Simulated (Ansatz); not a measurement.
Born–Oppenheimer molecular dynamics of AlCl2GaH5NO (11 atoms, charge 0, multiplicity 1). It starts at the highest image of a converged band. Of that band: The profile has 3 maxima (images 3, 5, 7) with wells between them (images 4, 6): this band takes more than one step, which may be the mechanism or a detour left from its start path. A vibrational analysis at the climbing image gives one clearly imaginary mode, 1093i cm⁻¹: a first-order saddle point.

These are results of Ansatz, RKS PBE/def2-SVP, not measurements.

| Property | Result |
| --- | --- |
| ensemble | NVE (velocity Verlet) |
| time step | 0.5 fs |
| steps asked | 200 |
| starting velocities drawn for | 300 K |
| seed | 7861 |

First frame:

```xyz
11
Properties=species:S:1:pos:R:3
Ga 0.180 0.651 0.228
N -0.194 -0.095 2.011
H -0.927 -0.812 2.086
H 0.594 -0.365 2.615
Cl 2.129 0.570 -0.671
Cl -1.623 0.368 -1.147
O -0.655 2.107 1.150
Al -2.188 2.446 0.245
H -3.514 2.021 1.031
H -2.102 3.618 -0.832
H -0.613 1.171 1.979
```

Q: How far do the bonds stretch over the last three quarters of this one trajectory? (Pairs bonded in most of those frames.)

A: 
```json
{"bond": "Ga1–N2", "mean (Å)": "1.863", "spread (Å)": "0.044", "shortest": "1.81", "longest": "1.98"}
{"bond": "Ga1–Cl5", "mean (Å)": "2.166", "spread (Å)": "0.017", "shortest": "2.14", "longest": "2.19"}
{"bond": "Ga1–Cl6", "mean (Å)": "2.354", "spread (Å)": "0.017", "shortest": "2.32", "longest": "2.40"}
{"bond": "Ga1–O7", "mean (Å)": "2.023", "spread (Å)": "0.043", "shortest": "1.94", "longest": "2.08"}
{"bond": "N2–H3", "mean (Å)": "1.031", "spread (Å)": "0.028", "shortest": "0.99", "longest": "1.07"}
{"bond": "N2–H4", "mean (Å)": "1.030", "spread (Å)": "0.024", "shortest": "0.99", "longest": "1.07"}
{"bond": "Cl6–Al8", "mean (Å)": "2.395", "spread (Å)": "0.059", "shortest": "2.30", "longest": "2.50"}
{"bond": "O7–Al8", "mean (Å)": "1.875", "spread (Å)": "0.035", "shortest": "1.82", "longest": "1.95"}
{"bond": "O7–H11", "mean (Å)": "0.991", "spread (Å)": "0.031", "shortest": "0.94", "longest": "1.06"}
{"bond": "Al8–H9", "mean (Å)": "1.604", "spread (Å)": "0.027", "shortest": "1.56", "longest": "1.65"}
{"bond": "Al8–H10", "mean (Å)": "1.596", "spread (Å)": "0.025", "shortest": "1.56", "longest": "1.64"}
```

Pairs bonded in part of these frames only: Ga1–Al8 17 %.

Mean temperature of the second half: 511 K. The conserved energy stayed within 0.22 meV per atom of its start (net change 0.057 meV per atom), so the integration is sound. The kinetic energy rose, since the run started high on the potential surface and went downhill. A run of 0.1 ps of so small a system gives no equilibrium averages. The orbitals stay closed-shell, which can raise the energy where a bond breaks towards radicals; this wasn't checked here.

The run took 5.3 min on 4 threads of Arm Neoverse V2, with other jobs on the host, peak memory 0.23 GiB.
